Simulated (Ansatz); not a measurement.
Z-matrix (Å, degrees):
```
C
B 1 1.516
C 1 1.550 2 59.5
H 1 1.088 2 117.9 3 107.7
H 1 1.086 2 123.4 3 -101.0
Cl 2 1.708 1 149.6 3 -167.8
Cl 3 1.759 1 118.9 2 108.6
H 3 1.084 1 115.3 2 -114.8
```

Charge 0, multiplicity 1.

(1) List the PBE/def2-TZVPP orbital energies in eV (Ansatz 0.2.0). (Best estimate.)

Results:

(1) Ansatz gave: Occupied: -2739.75, -2739.01, -270.43, -269.25, -250.32, -249.54, -191.01, -190.89, -190.80, -190.32, -190.03, -190.02, -178.63, -21.82, -21.38, -19.33, -14.79, -12.81, -11.81, -11.58, -9.69, -9.23, -8.98, -8.87, -7.69, -6.78, -6.03. Lowest empty: -2.79, -0.10, 0.35, 1.14, 1.28, 1.87, 2.22, 2.48.
